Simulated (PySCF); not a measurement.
## Correlation energy of Al (aluminium, neutral)

[Ne] 3s1 3p2, high-spin 4P determinant (an excited configuration). Computed with PySCF 2.14 in dyall-av3z, with the non-relativistic Hamiltonian (point nucleus). Frozen: [Ne]; 3 electrons correlated; the 23 highest virtual orbitals of each spin left out.

| level | correlation energy (mhartree) |
| --- | --- |
| CCSD | -14.53 |
| (T) | -0.15 |
| CCSD(T) | -14.68 |

Diagnostics: T1 = 0.0042, D1 = 0.0093, largest double amplitude 0.057.

Cost of the coupled-cluster step: of the order of 0.9 core-seconds, for 3 correlated electrons.
